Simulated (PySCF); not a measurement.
Breaking a bond: NaI, singlet.

- UHF/def2-TZVP, def2 effective core potentials past Kr (PySCF)
- RHF/def2-TZVP, def2 effective core potentials past Kr (PySCF)
- UKS-CAM-B3LYP = unrestricted CAM-B3LYP/def2-TZVP, def2 effective core potentials past Kr in PySCF
- RKS-CAM-B3LYP = restricted CAM-B3LYP/def2-TZVP, def2 effective core potentials past Kr (PySCF 2.14.0)
- UKS-PBE0 = PySCF with unrestricted PBE0/def2-TZVP, def2 effective core potentials past Kr
- RKS-PBE0 = restricted PBE0/def2-TZVP, def2 effective core potentials past Kr (PySCF 2.14.0)
- UKS-PBE = unrestricted PBE/def2-TZVP, def2 effective core potentials past Kr (PySCF)
- RKS-PBE = restricted PBE/def2-TZVP, def2 effective core potentials past Kr in PySCF 2.14.0

Scanned distances (Å): 2.05, 2.19, 2.33, 2.42, 2.56, 2.65, 2.71, 2.77, 2.86, 2.96, 3.18, 3.34, 3.69, 4.10, 4.52, 4.87, 5.47, 6.00, 6.57, 7.40, 8.19.

Question: Where does the unrestricted solution first break spin symmetry (<S²> of 0.01 or more)?

Answer: UHF: between 5.47 and 6.00 Å; UKS-CAM-B3LYP: between 4.87 and 5.47 Å; UKS-PBE0: between 4.52 and 4.87 Å; UKS-PBE: between 4.52 and 4.87 Å.

```json
[
 {"R / Å": "2.05", "<S²> UHF": "0.00", "E(RHF) − E(UHF) / kcal/mol": "0.0", "<S²> UKS-CAM-B3LYP": "0.00", "E(RKS-CAM-B3LYP) − E(UKS-CAM-B3LYP) / kcal/mol": "0.0", "<S²> UKS-PBE0": "0.00", "E(RKS-PBE0) − E(UKS-PBE0) / kcal/mol": "0.0", "<S²> UKS-PBE": "0.00", "E(RKS-PBE) − E(UKS-PBE) / kcal/mol": "0.0"},
 {"R / Å": "2.19", "<S²> UHF": "0.00", "E(RHF) − E(UHF) / kcal/mol": "0.0", "<S²> UKS-CAM-B3LYP": "0.00", "E(RKS-CAM-B3LYP) − E(UKS-CAM-B3LYP) / kcal/mol": "0.0", "<S²> UKS-PBE0": "0.00", "E(RKS-PBE0) − E(UKS-PBE0) / kcal/mol": "0.0", "<S²> UKS-PBE": "0.00", "E(RKS-PBE) − E(UKS-PBE) / kcal/mol": "0.0"},
 {"R / Å": "2.33", "<S²> UHF": "0.00", "E(RHF) − E(UHF) / kcal/mol": "0.0", "<S²> UKS-CAM-B3LYP": "0.00", "E(RKS-CAM-B3LYP) − E(UKS-CAM-B3LYP) / kcal/mol": "0.0", "<S²> UKS-PBE0": "0.00", "E(RKS-PBE0) − E(UKS-PBE0) / kcal/mol": "0.0", "<S²> UKS-PBE": "0.00", "E(RKS-PBE) − E(UKS-PBE) / kcal/mol": "0.0"},
 {"R / Å": "2.42", "<S²> UHF": "0.00", "E(RHF) − E(UHF) / kcal/mol": "0.0", "<S²> UKS-CAM-B3LYP": "0.00", "E(RKS-CAM-B3LYP) − E(UKS-CAM-B3LYP) / kcal/mol": "0.0", "<S²> UKS-PBE0": "0.00", "E(RKS-PBE0) − E(UKS-PBE0) / kcal/mol": "0.0", "<S²> UKS-PBE": "0.00", "E(RKS-PBE) − E(UKS-PBE) / kcal/mol": "0.0"},
 {"R / Å": "2.56", "<S²> UHF": "0.00", "E(RHF) − E(UHF) / kcal/mol": "0.0", "<S²> UKS-CAM-B3LYP": "0.00", "E(RKS-CAM-B3LYP) − E(UKS-CAM-B3LYP) / kcal/mol": "0.0", "<S²> UKS-PBE0": "0.00", "E(RKS-PBE0) − E(UKS-PBE0) / kcal/mol": "0.0", "<S²> UKS-PBE": "0.00", "E(RKS-PBE) − E(UKS-PBE) / kcal/mol": "0.0"},
 {"R / Å": "2.65", "<S²> UHF": "0.00", "E(RHF) − E(UHF) / kcal/mol": "0.0", "<S²> UKS-CAM-B3LYP": "0.00", "E(RKS-CAM-B3LYP) − E(UKS-CAM-B3LYP) / kcal/mol": "0.0", "<S²> UKS-PBE0": "0.00", "E(RKS-PBE0) − E(UKS-PBE0) / kcal/mol": "0.0", "<S²> UKS-PBE": "0.00", "E(RKS-PBE) − E(UKS-PBE) / kcal/mol": "0.0"},
 {"R / Å": "2.71", "<S²> UHF": "0.00", "E(RHF) − E(UHF) / kcal/mol": "0.0", "<S²> UKS-CAM-B3LYP": "0.00", "E(RKS-CAM-B3LYP) − E(UKS-CAM-B3LYP) / kcal/mol": "0.0", "<S²> UKS-PBE0": "0.00", "E(RKS-PBE0) − E(UKS-PBE0) / kcal/mol": "0.0", "<S²> UKS-PBE": "0.00", "E(RKS-PBE) − E(UKS-PBE) / kcal/mol": "0.0"},
 {"R / Å": "2.77", "<S²> UHF": "0.00", "E(RHF) − E(UHF) / kcal/mol": "0.0", "<S²> UKS-CAM-B3LYP": "0.00", "E(RKS-CAM-B3LYP) − E(UKS-CAM-B3LYP) / kcal/mol": "0.0", "<S²> UKS-PBE0": "0.00", "E(RKS-PBE0) − E(UKS-PBE0) / kcal/mol": "0.0", "<S²> UKS-PBE": "0.00", "E(RKS-PBE) − E(UKS-PBE) / kcal/mol": "0.0"},
 {"R / Å": "2.86", "<S²> UHF": "0.00", "E(RHF) − E(UHF) / kcal/mol": "0.0", "<S²> UKS-CAM-B3LYP": "0.00", "E(RKS-CAM-B3LYP) − E(UKS-CAM-B3LYP) / kcal/mol": "0.0", "<S²> UKS-PBE0": "0.00", "E(RKS-PBE0) − E(UKS-PBE0) / kcal/mol": "0.0", "<S²> UKS-PBE": "0.00", "E(RKS-PBE) − E(UKS-PBE) / kcal/mol": "0.0"},
 {"R / Å": "2.96", "<S²> UHF": "0.00", "E(RHF) − E(UHF) / kcal/mol": "0.0", "<S²> UKS-CAM-B3LYP": "0.00", "E(RKS-CAM-B3LYP) − E(UKS-CAM-B3LYP) / kcal/mol": "0.0", "<S²> UKS-PBE0": "0.00", "E(RKS-PBE0) − E(UKS-PBE0) / kcal/mol": "0.0", "<S²> UKS-PBE": "0.00", "E(RKS-PBE) − E(UKS-PBE) / kcal/mol": "0.0"},
 {"R / Å": "3.18", "<S²> UHF": "0.00", "E(RHF) − E(UHF) / kcal/mol": "0.0", "<S²> UKS-CAM-B3LYP": "0.00", "E(RKS-CAM-B3LYP) − E(UKS-CAM-B3LYP) / kcal/mol": "0.0", "<S²> UKS-PBE0": "0.00", "E(RKS-PBE0) − E(UKS-PBE0) / kcal/mol": "0.0", "<S²> UKS-PBE": "0.00", "E(RKS-PBE) − E(UKS-PBE) / kcal/mol": "0.0"},
 {"R / Å": "3.34", "<S²> UHF": "0.00", "E(RHF) − E(UHF) / kcal/mol": "0.0", "<S²> UKS-CAM-B3LYP": "0.00", "E(RKS-CAM-B3LYP) − E(UKS-CAM-B3LYP) / kcal/mol": "0.0", "<S²> UKS-PBE0": "0.00", "E(RKS-PBE0) − E(UKS-PBE0) / kcal/mol": "0.0", "<S²> UKS-PBE": "0.00", "E(RKS-PBE) − E(UKS-PBE) / kcal/mol": "0.0"},
 {"R / Å": "3.69", "<S²> UHF": "0.00", "E(RHF) − E(UHF) / kcal/mol": "0.0", "<S²> UKS-CAM-B3LYP": "0.00", "E(RKS-CAM-B3LYP) − E(UKS-CAM-B3LYP) / kcal/mol": "0.0", "<S²> UKS-PBE0": "0.00", "E(RKS-PBE0) − E(UKS-PBE0) / kcal/mol": "0.0", "<S²> UKS-PBE": "0.00", "E(RKS-PBE) − E(UKS-PBE) / kcal/mol": "0.0"},
 {"R / Å": "4.10", "<S²> UHF": "0.00", "E(RHF) − E(UHF) / kcal/mol": "0.0", "<S²> UKS-CAM-B3LYP": "0.00", "E(RKS-CAM-B3LYP) − E(UKS-CAM-B3LYP) / kcal/mol": "0.0", "<S²> UKS-PBE0": "0.00", "E(RKS-PBE0) − E(UKS-PBE0) / kcal/mol": "0.0", "<S²> UKS-PBE": "0.00", "E(RKS-PBE) − E(UKS-PBE) / kcal/mol": "0.0"},
 {"R / Å": "4.52", "<S²> UHF": "0.00", "E(RHF) − E(UHF) / kcal/mol": "0.0", "<S²> UKS-CAM-B3LYP": "0.00", "E(RKS-CAM-B3LYP) − E(UKS-CAM-B3LYP) / kcal/mol": "0.0", "<S²> UKS-PBE0": "0.00", "E(RKS-PBE0) − E(UKS-PBE0) / kcal/mol": "0.0", "<S²> UKS-PBE": "0.00", "E(RKS-PBE) − E(UKS-PBE) / kcal/mol": "0.0"},
 {"R / Å": "4.87", "<S²> UHF": "0.00", "E(RHF) − E(UHF) / kcal/mol": "0.0", "<S²> UKS-CAM-B3LYP": "0.00", "E(RKS-CAM-B3LYP) − E(UKS-CAM-B3LYP) / kcal/mol": "0.0", "<S²> UKS-PBE0": "0.12", "E(RKS-PBE0) − E(UKS-PBE0) / kcal/mol": "0.2", "<S²> UKS-PBE": "0.15", "E(RKS-PBE) − E(UKS-PBE) / kcal/mol": "0.2"},
 {"R / Å": "5.47", "<S²> UHF": "0.00", "E(RHF) − E(UHF) / kcal/mol": "0.0", "<S²> UKS-CAM-B3LYP": "0.22", "E(RKS-CAM-B3LYP) − E(UKS-CAM-B3LYP) / kcal/mol": "0.5", "<S²> UKS-PBE0": "0.30", "E(RKS-PBE0) − E(UKS-PBE0) / kcal/mol": "1.4", "<S²> UKS-PBE": "0.33", "E(RKS-PBE) − E(UKS-PBE) / kcal/mol": "—"},
 {"R / Å": "6.00", "<S²> UHF": "0.99", "E(RHF) − E(UHF) / kcal/mol": "5.3", "<S²> UKS-CAM-B3LYP": "0.38", "E(RKS-CAM-B3LYP) − E(UKS-CAM-B3LYP) / kcal/mol": "1.8", "<S²> UKS-PBE0": "0.40", "E(RKS-PBE0) − E(UKS-PBE0) / kcal/mol": "2.8", "<S²> UKS-PBE": "0.42", "E(RKS-PBE) − E(UKS-PBE) / kcal/mol": "—"},
 {"R / Å": "6.57", "<S²> UHF": "1.00", "E(RHF) − E(UHF) / kcal/mol": "10.6", "<S²> UKS-CAM-B3LYP": "0.48", "E(RKS-CAM-B3LYP) − E(UKS-CAM-B3LYP) / kcal/mol": "3.4", "<S²> UKS-PBE0": "0.47", "E(RKS-PBE0) − E(UKS-PBE0) / kcal/mol": "4.1", "<S²> UKS-PBE": "0.48", "E(RKS-PBE) − E(UKS-PBE) / kcal/mol": "—"},
 {"R / Å": "7.40", "<S²> UHF": "1.01", "E(RHF) − E(UHF) / kcal/mol": "16.9", "<S²> UKS-CAM-B3LYP": "0.58", "E(RKS-CAM-B3LYP) − E(UKS-CAM-B3LYP) / kcal/mol": "5.6", "<S²> UKS-PBE0": "0.53", "E(RKS-PBE0) − E(UKS-PBE0) / kcal/mol": "5.6", "<S²> UKS-PBE": "0.53", "E(RKS-PBE) − E(UKS-PBE) / kcal/mol": "—"},
 {"R / Å": "8.19", "<S²> UHF": "1.01", "E(RHF) − E(UHF) / kcal/mol": "21.5", "<S²> UKS-CAM-B3LYP": "0.65", "E(RKS-CAM-B3LYP) − E(UKS-CAM-B3LYP) / kcal/mol": "7.4", "<S²> UKS-PBE0": "0.57", "E(RKS-PBE0) − E(UKS-PBE0) / kcal/mol": "6.6", "<S²> UKS-PBE": "0.56", "E(RKS-PBE) − E(UKS-PBE) / kcal/mol": "—"}
]
```

Dashes: no converged value, or the column stops at the first point that the program doubted or that broke a chosen test of continuity, which isn't proof of a fault.
